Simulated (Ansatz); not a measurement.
Cost and result for the atomization energy of `C[SiH2][SiH](Cl)Cl` (11 atoms, 10 bonds).

```tsv
atom	x (Å)	y (Å)	z (Å)
C1	0.654	-1.630	0.246
Si2	0.679	0.218	0.542
Si3	-0.981	1.265	-0.728
Cl4	-2.789	0.379	-0.293
Cl5	-1.081	3.262	-0.258
H6	0.873	-1.862	-0.798
H7	1.400	-2.128	0.870
H8	-0.327	-2.043	0.490
H9	1.990	0.814	0.163
H10	0.399	0.548	1.966
H11	-0.817	1.178	-2.199
```

The species carries charge 0 and has multiplicity 1. Geometry: relaxed with PBE0-D4/def2-TZVP. It is one conformer, not always the lowest. Program: Ansatz. All runs use 4 threads of an Arm Neoverse V1 on a shared host. Times are those of one run each, without the atoms' runs, and a repeat can differ threefold. Electronic energies, without spin–orbit coupling; frozen cores. CCSD(T)/CBS adds CCSD(T) − MP2 in def2-TZVPP to the MP2 limit, and its time is that of the two runs behind it. T1 = 0.010. B3LYP takes the VWN-RPA correlation (the form of Gaussian; ORCA's B3LYP/G).

CCSD(T)/CBS is a level of theory with its own doubt, some kJ/mol a heavy atom from the limit and from the frozen cores, so smaller differences don't rank the functionals.

| level | functions | wall time |
| --- | --- | --- |
| PBE-D4/def2-TZVPP (with forces) | 283 | 3.9 s |
| PBE0-D4/def2-TZVPP | 283 | 6.5 s |
| r2SCAN-D4/def2-TZVPP (with forces) | 283 | 8.5 s |
| B2PLYP/def2-TZVPP | 283 | 9.5 s |
| B3LYP-D4/def2-TZVPP (with forces) | 283 | 11 s |
| ωB97X-V/def2-TZVPP | 283 | 15 s |
| ωB97M-V/def2-TZVPP (with forces) | 283 | 22 s |
| MP2/def2-QZVPP | 517 | 43 s |
| CCSD(T)/def2-TZVPP | 283 | 4.8 min |
| CCSD(T)/CBS(def2) | – | 5.5 min |

What atomization energy does each give, and how far from CCSD(T)/CBS? (An estimate is asked.)

Ansatz gave: 
```json
{"level": "PBE-D4/def2-TZVPP (with forces)", "atomization (kJ/mol)": "3655.0", "difference from CCSD(T)/CBS": "6.3", "per bond": "0.6"}
{"level": "PBE0-D4/def2-TZVPP", "atomization (kJ/mol)": "3637.4", "difference from CCSD(T)/CBS": "-11.3", "per bond": "-1.1"}
{"level": "r2SCAN-D4/def2-TZVPP (with forces)", "atomization (kJ/mol)": "3659.0", "difference from CCSD(T)/CBS": "10.3", "per bond": "1.0"}
{"level": "B2PLYP/def2-TZVPP", "atomization (kJ/mol)": "3581.2", "difference from CCSD(T)/CBS": "-67.5", "per bond": "-6.8"}
{"level": "B3LYP-D4/def2-TZVPP (with forces)", "atomization (kJ/mol)": "3623.6", "difference from CCSD(T)/CBS": "-25.1", "per bond": "-2.5"}
{"level": "ωB97X-V/def2-TZVPP", "atomization (kJ/mol)": "3669.7", "difference from CCSD(T)/CBS": "21.0", "per bond": "2.1"}
{"level": "ωB97M-V/def2-TZVPP (with forces)", "atomization (kJ/mol)": "3656.0", "difference from CCSD(T)/CBS": "7.3", "per bond": "0.7"}
{"level": "MP2/def2-QZVPP", "atomization (kJ/mol)": "3641.0", "difference from CCSD(T)/CBS": "-7.7", "per bond": "-0.8"}
{"level": "CCSD(T)/def2-TZVPP", "atomization (kJ/mol)": "3546.6", "difference from CCSD(T)/CBS": "-102.1", "per bond": "-10.2"}
{"level": "CCSD(T)/CBS(def2)", "atomization (kJ/mol)": "3648.7", "difference from CCSD(T)/CBS": "0.0", "per bond": "0.0"}
```

The D4 term adds +50.6 kJ/mol with B3LYP and +26.9 kJ/mol with PBE0; it sums over pairs of atoms, weighted by their polarisabilities, and B3LYP, whose exchange is more repulsive, gets the larger term. In def2-TZVPP, CCSD(T) changes the Hartree–Fock value by +764.7 kJ/mol (the triples alone add +45.1 kJ/mol) and MP2 by +798.7 kJ/mol; breaking electron pairs costs correlation energy, which Hartree–Fock lacks. From PBE to PBE0 (25 % exact exchange), in def2-TZVPP and without D4, the atomization energy moves by −13.4 kJ/mol: exact exchange takes away binding that semilocal exchange gives to molecules.
